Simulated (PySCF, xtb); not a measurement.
BClFI. Atoms are numbered in the order given.

```xyz
4

B     -0.4532     1.0025     0.0000
Cl     0.7302     2.2793     0.0000
F     -1.7261     1.3115     0.0000
I      0.1017    -1.0484     0.0000
```
Charge 0, spin multiplicity 1.

Geometry: PBE0-D3(BJ)/def2-SVP. The def2 effective core potentials stand for the cores of I; spin–orbit coupling is left out.

The numbers are results of C-PCM-M06-2X/def2-SVP (PySCF), not measurements.

The values are the electrostatic part of the solvation free energy, E(continuum) − E(gas) at the gas-phase geometry, in a cavity of scaled van der Waals radii (PySCF's table); cavitation and dispersion terms are not included. In vacuum the orbital gap is 8.80 eV. The dipole moment in vacuum is 0.26 D.

Question: Estimate the values in water (ε = 78.36), chloroform (ε = 4.71), 2-propanol (ε = 19.26). (Estimate from the structure and the level; the computed values follow.)

Answer: 
```tsv
solvent	ε	ΔG(elec) (kcal/mol)	dipole (D)	gap (eV)
water	78.36	-1.0	0.27	8.90
chloroform	4.71	-0.8	0.27	8.88
2-propanol	19.26	-0.9	0.27	8.89
```

For comparison, GFN2-xTB/ALPB(water) (xtb, at the GFN2-xTB geometry, all terms of that model) gives -1.0 kcal/mol.
